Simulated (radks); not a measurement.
Results of a calculation; reference values are marked as such.
Ce, 58 electrons, occupied as [Xe] 4f1 5d1 6s2. Level of theory: scalar-relativistic Kohn-Sham, PBE, spin-polarised, spherical densities, finite nucleus; open shells are filled with parallel spins first (spin-orbit coupling, left out, can overturn this in heavy ions); Fermi nuclear charge, rms radius 4.8771 fm (a radial shooting solver on a logarithmic mesh with Libxc functionals).

Normalised radial functions P(r) = r R(r), r in bohr:

```
   r/bohr * 5p down (the largest magnitude, 0.862, reaches the edge; | marks zero)
 0.002979                             *
  0.00407                             *
 0.005515                             *
 0.007535                             |*
  0.01021                             |*
  0.01395                             | *
  0.01891                             |  *
  0.02583                             |   *
  0.03501                             |    *
  0.04782                             |     *
  0.06534                             |     *
  0.08855                             |  *
    0.121                           * |
   0.1639                     *       |
    0.224                    *        |
   0.3035                           * |
   0.4147                             |         *
    0.562                             |             *
   0.7678                             |  *
    1.041             *               |
    1.422  *                          |
    1.927     *                       |
    2.632               *             |
    3.596                        *    |
    4.873                            *|
    6.658                             *
    9.023                             *
    12.33                             *
```

5p down: eigenvalue -22.770 eV, 3 radial nodes at r = 0.107, 0.317, 0.806 bohr, <r> = 1.76 bohr, 90 % of the charge inside 2.57 bohr.
